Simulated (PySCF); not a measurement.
SMILES [C]#CC(F)(F)F, doublet at its CAM-B3LYP/def2-SVP optimised geometry (Å):

```
6

C     -1.3557    -1.5864    -2.1300
C     -0.9273    -0.9940    -1.1716
C     -0.4032    -0.2708     0.0000
F      0.9273    -0.2708     0.0000
F     -0.8159     0.9940     0.0000
F     -0.8156    -0.8384     1.1303
```

Calculation: unrestricted CAM-B3LYP/def2-TZVP (PySCF 2.14.0). Cells within 0.4 Å of a nucleus heavier than hydrogen are left out (blank, or x).

Map of the Laplacian of the electron density (e/bohr⁵) on the plane z = 0.0 Å:

```
|333333333333333333333333333|
|333333333333333333333333333|
|333333333333333333333333333|
|333333333333333333333333333|
|333333333443333333333333333|
|333333344554433333333333333|
|333333458997543333333333333|
|333334589209844333333333333|
|33333469xxxx954333333333333|
|33333469xxxx964433333333333|
|333334595xx4854444443333333|
|333333469624555567654333333|
|333333456510345898985433333|
|3333333454xxx246xxx97433333|
|3333333445xxx611xxx88433333|
|3333333444xxx334xxx98433333|
|333333344437645870796433333|
|333333344444555689864333333|
|333333344444444445443333333|
|333333334444433344333333333|
|333333333333333333333333333|
|333333333333333333333333333|
|333333333333333333333333333|
|333333333333333333333333333|
|333333333333333333333333333|
|333333333333333333333333333|
|333333333333333333333333333|
```
Scale: ten equal steps from -0.670 (start of '0') to 1.22 (end of '9'), in the order '0123456789'; x runs from -3.00 to 3.00, y from -3.00 (bottom) to 3.00 (top).
